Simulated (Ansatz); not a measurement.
Cost and result for the atomization energy of ClFH4O2Si2 (`O[Si@H](F)[Si@@H](O)Cl`) (10 atoms, 9 bonds).

| atom | x (Å) | y (Å) | z (Å) |
| --- | --- | --- | --- |
| O1 | -1.786 | 0.067 | -1.208 |
| Si2 | -0.656 | -0.787 | -0.392 |
| F3 | -1.243 | -1.284 | 1.018 |
| Si4 | 1.108 | 0.672 | 0.130 |
| O5 | 0.767 | 1.559 | 1.463 |
| Cl6 | 2.741 | -0.555 | 0.442 |
| H7 | -2.518 | -0.394 | -1.622 |
| H8 | -0.284 | -2.022 | -1.129 |
| H9 | 1.479 | 1.641 | -0.922 |
| H10 | 0.393 | 1.103 | 2.220 |

Charge 0, multiplicity 1. All single points use the PBE0-D4/def2-TZVP geometry. It is one conformer, not always the lowest. Program: Ansatz. All runs use 2 threads of an AMD EPYC 7R13 on a shared host and a share of an NVIDIA H100 80 GB. Times are those of one run each, without the atoms' runs, and a repeat can differ threefold. Electronic energies, without spin–orbit coupling; frozen cores. CCSD(T)/CBS adds CCSD(T) − MP2 in def2-TZVPP to the MP2 limit, and its time is that of the two runs behind it. T1 = 0.012. B3LYP takes the VWN-RPA correlation (the form of Gaussian; ORCA's B3LYP/G).

CCSD(T)/CBS is a level of theory with its own doubt, some kJ/mol a heavy atom from the limit and from the frozen cores, so smaller differences don't rank the functionals.

```json
{"level": "PBE0-D4/def2-TZVPP", "functions": "275", "wall time": "1.7 s"}
{"level": "PBE-D4/def2-TZVPP (with forces)", "functions": "275", "wall time": "2.6 s"}
{"level": "r2SCAN-D4/def2-TZVPP (with forces)", "functions": "275", "wall time": "2.6 s"}
{"level": "B3LYP-D4/def2-TZVPP (with forces)", "functions": "275", "wall time": "3.3 s"}
{"level": "MP2/def2-QZVPP", "functions": "501", "wall time": "4.7 s"}
{"level": "B2PLYP/def2-TZVPP", "functions": "275", "wall time": "5.5 s"}
{"level": "ωB97X-V/def2-TZVPP", "functions": "275", "wall time": "6 s"}
{"level": "CCSD(T)/def2-TZVPP", "functions": "275", "wall time": "8 s"}
{"level": "ωB97M-V/def2-TZVPP (with forces)", "functions": "275", "wall time": "9 s"}
{"level": "CCSD(T)/CBS(def2)", "functions": "–", "wall time": "13 s"}
```

(1) What atomization energy does each give, and how far from CCSD(T)/CBS? (Best estimate.)

## Answers

(1) The calculation gave: 
```csv
level,atomization (kJ/mol),difference from CCSD(T)/CBS,per bond
PBE0-D4/def2-TZVPP,3665.6,-73.9,-8.2
PBE-D4/def2-TZVPP (with forces),3744.6,5.1,0.6
r2SCAN-D4/def2-TZVPP (with forces),3722.2,-17.3,-1.9
B3LYP-D4/def2-TZVPP (with forces),3681.7,-57.8,-6.4
MP2/def2-QZVPP,3801.0,61.5,6.8
B2PLYP/def2-TZVPP,3658.8,-80.7,-9.0
ωB97X-V/def2-TZVPP,3731.7,-7.8,-0.9
CCSD(T)/def2-TZVPP,3609.8,-129.7,-14.4
ωB97M-V/def2-TZVPP (with forces),3723.4,-16.1,-1.8
CCSD(T)/CBS(def2),3739.5,0.0,0.0
```

From PBE to PBE0 (25 % exact exchange), in def2-TZVPP and without D4, the atomization energy moves by −75.2 kJ/mol: exact exchange takes away binding that semilocal exchange gives to molecules. In def2-TZVPP, CCSD(T) changes the Hartree–Fock value by +932.0 kJ/mol (the triples alone add +58.7 kJ/mol) and MP2 by +1044.8 kJ/mol; breaking electron pairs costs correlation energy, which Hartree–Fock lacks. The D4 term adds +42.8 kJ/mol with B3LYP and +22.6 kJ/mol with PBE0; it sums over pairs of atoms, weighted by their polarisabilities, and B3LYP, whose exchange is more repulsive, gets the larger term.
